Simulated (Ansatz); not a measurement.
Correlation energies of CH₂BClOS, SMILES `O=CB(S)Cl` by basis set

```csv
atom,x (Å),y (Å),z (Å)
O1,-0.821,1.861,0.565
C2,-0.250,0.994,-0.043
B3,-0.125,-0.517,0.482
S4,0.745,-1.724,-0.488
Cl5,-0.839,-0.965,1.998
H6,0.224,1.233,-1.026
H7,1.066,-0.882,-1.488
```

The species carries charge 0 and has multiplicity 1. The structure was optimised at the PBE0-D4/def2-TZVP level. It is one conformer, not always the lowest. Frozen core, restricted reference, the Gaussian-basis code of Ansatz. CBS rows extrapolate triple and quadruple zeta; past MP2 they add the triple-zeta difference.

```tsv
basis	HF (Eh)	MP2 corr.
def2-SVP	-995.28494	-0.65219
def2-TZVPP	-995.74024	-0.84213
def2-QZVPP	-995.76987	-0.91172
```

Task: Estimate the CCSD correlation energy and the (T) correction in each basis where they were run (hartree).

Result: 
| basis | CCSD corr. | (T) |
| --- | --- | --- |
| def2-SVP | -0.69347 | -0.02260 |
| def2-TZVPP | -0.88201 | -0.04175 |
| CBS(def2) | -1.00316 | as TZ |
